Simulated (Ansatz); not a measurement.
C2H9BSSi can be A, `BC(C)[SiH2]S`, or B, `BCSC[SiH3]`.

Gas-phase electronic energies from Ansatz, PBE0-D4/def2-TZVP geometries. CBS: MP2 limit from def2 TZ/QZ plus the TZ coupled-cluster correction, frozen cores. Functionals use def2-TZVPP. B3LYP here is the variant with VWN-RPA as its local correlation; programs differ in this. Each species was taken in one conformer, which may not be the lowest.

Problem. Which is lower in electronic energy at CCSD(T)/CBS, and by how much? (Estimate.)

Solution. Computed: A, by 124.5 kJ/mol.

Problem. Give E(B) − E(A) in kJ/mol with MP2/def2-TZVPP, ωB97M-V, PBE0-D4, B3LYP, B2PLYP, HF/def2-TZVPP, PBE-D4. (Estimate.)

Solution. The calculation gave: MP2/def2-TZVPP 128.8, ωB97M-V 125.1, PBE0-D4 127.8, B3LYP 118.5, B2PLYP 121.6, HF/def2-TZVPP 112.6, PBE-D4 126.4. None reverses the order clearly.

Largest T1 diagnostic: 0.011.

In def2-TZVPP, CCSD(T) changes the Hartree–Fock value by +13.3 kJ/mol (the triples alone add +1.2 kJ/mol) and MP2 by +16.2 kJ/mol.
